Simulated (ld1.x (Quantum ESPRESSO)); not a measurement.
**N: excitation energies, all-electron against RRKJ**

N (Z = 7), norm-conserving RRKJ (Kleinman–Bylander form), made with ld1.x (Quantum ESPRESSO) 7.5 (BLYP, scalar-relativistic). Core [He], reference 2s1 2p4. Waves: 2p (bound): rc 1.65 bohr; 3d channel at -0.05 Ry: rc 1.60 bohr; 2s (bound): rc 0.95 bohr. Local part: the s channel. Core correction: a·sin(br)/r model core, default radius (core density twice the valence density).

Energies are relative to the spin-unpolarised reference configuration 2s1 2p4; without spin polarisation the order of configurations can differ from experiment.

```
valence configuration  charge  ΔE all-electron (eV)  error AE − PS (meV)
              2s2 2p3       0               -11.402                 +5.4
              2s2 2p2      +1                 2.172                  +89
              2s2 2p1      +2                31.046                 +417
            2s2 2p2.5    +0.5                -6.320                  +32
              2s0 2p5       0                11.440                 +6.6
```

Q: What are ΔE and the potential's error for 2s2 2p3.3?

A: ΔE = -13.013 eV all-electron; the error (AE − PS) is -2.6 meV.

Q: What are ΔE and the potential's error for 2s1 2p3?

A: ΔE = 13.829 eV all-electron; the error (AE − PS) is +8.9 meV.

Levels in the configuration 2s2 2p1:

| level | all-electron (eV) | pseudo (eV) |
| --- | --- | --- |
| 2s | -49.058 | -48.807 |
| 2p | -37.558 | -36.994 |
